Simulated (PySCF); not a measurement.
Dipole moment and polarisability of `O[B](O)[GeH2][Cl]`

Compound: BClGeH4O2.
Geometry (PBE0-D3(BJ)/def2-SVP, Å), atoms numbered from 1 in this order:
```
atom  x, y, z in Å
O1     1.2568    0.7840    1.1578
B2     1.9381    0.4051    0.0497
O3     1.5076   -0.4929   -0.8712
Ge4    3.8001    1.2621   -0.2818
Cl5    5.1238    0.6262    1.3356
H6     0.4044    0.3518    1.2912
H7     0.6459   -0.8902   -0.6973
H8     4.4826    0.7903   -1.5782
H9     3.8053    2.8022   -0.2404
```

Level: PBE0/def2-SVPD (PySCF), static field, nuclei fixed, core orbitals frozen in the response. The polarisability tensor in these axes (au):

```
x   77.71  4.72  3.41
y    4.72 61.43 -0.36
z    3.41 -0.36 67.19
```

Question: Give the principal values, the mean and the anisotropy Δα = √{½[(α1 − α2)² + (α2 − α3)² + (α1 − α3)²]}.

Answer: Principal values 59.93, 66.60 and 79.80 au; mean 68.78 au = 10.19 Å³ = 11.34 × 10⁻⁴⁰ C²·m²/J; Δα = 17.51 au (25 % of the mean).

Question: What is the dipole moment, and where does it point?

Answer: (-4.72, -0.92, -1.07) D, 4.92 D in size, pointing from the negative to the positive side. Measured along this direction, the outermost atoms are Cl5 at the negative end and H7 at the positive end.

Question: Give the principal axes and the span of the nuclei along them.

Answer: Largest value along (0.94, 0.24, 0.25), where the nuclei span 5.07 Å; middle along (-0.19, -0.24, 0.95), 3.61 Å; least along (-0.28, 0.94, 0.18), 2.66 Å. The response follows the extents in order.

Question: In a dilute gas of rigid molecules at 500 K, how does the orientational term μ²/3kT compare with the electronic polarisability?

Answer: In Gaussian units μ²/3kT = 116.97 Å³ against 10.19 Å³, a ratio of 11.48; the Debye molar polarisation (4π/3)N_A(α + μ²/3kT) is 320.8 cm³/mol, leaving out the vibrational part.

Question: Rayleigh depolarisation ratio (linearly polarised light, static tensor)?

Answer: ρ = 3Δα²/(45ᾱ² + 4Δα²) = 920.2/(212864 + 1226.9) = 0.0043.

Question: Find the Langevin capture rate constant for NO+ (29.998 u) meeting this molecule (155.920 u), k = 2.342 × 10⁻⁹ cm³/s × √(α in Å³ / reduced mass in u).

Answer: The reduced mass is 25.16 u, so k = 1.49 × 10⁻⁹ cm³/s. The formula leaves out the permanent dipole, which adds to the capture rate.

Geometry: PBE0-D3(BJ)/def2-SVP, one conformer, isolated molecule. The calculation is non-relativistic, for germanium too.
